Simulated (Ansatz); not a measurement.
Consider the redistribution: `[NH2][Zr]([NH2])([NH2])[I]` + `C[SiH](N)O` → `[NH2][Zr]([NH2])([NH2])[NH2]` + `C[SiH](O)I`.

Gas-phase electronic energies from Ansatz, PBE0-D4/def2-TZVP geometries. CCSD(T)/CBS is the MP2 limit (def2-TZVPP, def2-QZVPP) plus CCSD(T) − MP2 in def2-TZVPP, frozen cores. def2 core potentials past Kr. For I, Zr outer-core shells are correlated without core-valence functions, which leaves a few kJ/mol of doubt a bond. Each species was taken in one conformer, which may not be the lowest.

| species | MP2/def2-TZVPP energy (Eh) |
| --- | --- |
| `[NH2][Zr]([NH2])([NH2])[I]` | -511.81980 |
| `C[SiH](N)O` | -461.13819 |
| `[NH2][Zr]([NH2])([NH2])[NH2]` | -270.47599 |
| `C[SiH](O)I` | -702.44627 |

Problem. Work out ΔE.

Solution. ΔE = (-270.47599) + (-702.44627) − (-511.81980) − (-461.13819) = 0.03573 Eh = +93.8 kJ/mol. CCSD(T)/CBS gives +86.0 kJ/mol.

Largest T1 diagnostic among the species: 0.016.

In def2-TZVPP, CCSD(T) changes the Hartree–Fock value by −9.8 kJ/mol (the triples alone add +0.2 kJ/mol) and MP2 by −7.9 kJ/mol. From PBE to PBE0 (25 % exact exchange), in def2-TZVPP and without D4, ΔE moves by +7.8 kJ/mol.
